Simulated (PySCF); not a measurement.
Potential energy of GdP along the bond

Set-up: Gd x2c-SVPall, P x2c-SVPall; spin-free X2C with a Gaussian nucleus (PySCF 2.14). Energies in eV from Gd (4f7 5d1 6s2) + P in their ground configurations at the same level. State: octet, about 7.1 electrons in the 4f shell (Mulliken).

All columns are PBE0. A positive dipole means Gd(−)P(+).

```
R (Å)  E (eV)  μ (D)  Mulliken charge on Gd (basis-dependent)  HOMO (eV)  LUMO (eV)  Mayer bond order   ⟨S²⟩
2.013  -1.719  -5.45                                     0.17      -4.34      -2.28              3.22  15.80
2.107  -2.483  -5.97                                     0.20      -4.55      -2.38              3.17  15.82
2.200  -2.902  -6.31                                     0.22      -4.69      -2.47              3.10  15.88
2.271  -3.047  -6.45                                     0.22      -4.78      -2.54              3.04  15.94
2.341  -3.084  -6.53                                     0.23      -4.87      -2.59              2.97  16.02
2.411  -3.038  -6.55                                     0.24      -4.81      -2.63              2.88  16.12
2.505  -2.886  -6.52                                     0.24      -4.71      -2.67              2.74  16.28
2.622  -2.607  -6.42                                     0.25      -4.59      -2.68              2.52  16.51
2.762  -2.217  -6.22                                     0.25      -4.45      -2.66              2.22  16.82
2.950  -1.698  -5.85                                     0.25      -4.27      -2.59              1.83  17.20
```

A fit through these points gives, at Re = 2.334 Å, μ = -6.52 D and dμ/dR = -0.694 D/Å; the reduced mass is 25.89 u.

Problem. How strong is the fundamental in the double-harmonic approximation, I = 42.26·(dμ/dR)²/μred km/mol?

Solution. I = 42.26·(-0.694)²/25.89 = 0.786 km/mol at PBE0.

⟨S²⟩ of the unrestricted solution departs from its pure value on part of the curve, where spin states mix. These are scalar-relativistic numbers at best; spin–orbit coupling would shift them, the dissociation energy most. The state is the lowest single determinant that the PBE0 search found; with open d or f shells the true ground state can be another one.
